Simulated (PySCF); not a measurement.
This script is equivalent to a calculation on N(2+) (nitrogen, charge +2).

```python
from pyscf import gto, scf, dft, mp, cc
import basis_set_exchange as bse
mol = gto.M(atom="N 0 0 0", charge=2, spin=1, symmetry="D2h",
            basis=gto.basis.parse(bse.get_basis("x2c-TZVPall", elements=["N"], fmt="nwchem", header=False)),
            nucmod="G")
mf = dft.UKS(mol, xc="MN15").sfx2c1e()
mf.irrep_nelec = {'Ag': (2, 2), 'B2u': (1, 0)}
mf.kernel()
```

Question: What total energy does it give?

Answer: -52.959 hartree (calculated).

Question: Which occupied shell lies highest, and where?

Answer: 2p α, at -41.765 eV.

Question: What is ⟨S²⟩, and what would a pure spin state give?

Answer: 0.751, against 0.75.
